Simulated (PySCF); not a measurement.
Run record: geometry optimisation, `[CH3][Sn@@H]([PH2])[Cl]`.

Method: PBE0-D3(BJ)/def2-SVP geometry optimisation, gas phase, def2 core potentials past Kr (PySCF 2.14.0). Start geometry: GFN2-xTB. The input is one job of a driver script: a line of settings, then coordinates in Å.

Input:
```
{"job": {"xc": "PBE0", "basis": "def2-SVP", "d3": "d3bj", "grid": 1, "maxiter": 30, "shake": 0.01, "kind": "geom"}, "charge": 0, "multiplicity": 1}
C     -1.787040    -0.370120    -0.127270
Sn     0.179450     0.543920     0.146830
P      2.083180    -1.015080    -0.362840
Cl     0.375990     2.215220    -1.475910
H     -2.111210    -0.889820     0.748170
H     -1.763010    -1.024120    -0.973640
H     -2.518600     0.433270    -0.343200
H      0.231240     1.451670     1.658790
H      2.308950    -1.360320     0.992180
H      3.051490    -0.005540    -0.284150
```

Task: Give the output.

Result: 
```
step   0  E = -1057.00437899  max force = 0.031873
step   1  E = -1057.00747190  max force = 0.007470
step   2  E = -1057.00790568  max force = 0.004775
step   3  E = -1057.00806677  max force = 0.001372
step   4  E = -1057.00811196  max force = 0.000469
step   5  E = -1057.00812977  max force = 0.000519
step   6  E = -1057.00813741  max force = 0.000418
optimisation converged
```

Energies in Eh; «max force» is the largest Cartesian gradient component in Eh/bohr.

Task: Give the first gradient maximum in eV/Å.

Result: With 1 Eh/bohr = 51.422 eV/Å, 1.639 eV/Å.

Task: How much energy does the optimisation release, in kJ/mol?

Result: E(step 0) − E(last step) = 0.003758 Eh, which is 9.9 kJ/mol.

In short: final energy -1057.00814 Eh after 6 steps; dipole 3.00 D.

On an Arm Neoverse V2 with one thread, on a shared host, this took 32 s wall and 0.45 GiB of memory at its peak.
Labels such as C1 count atoms from 1, the log's own numbers from 0.
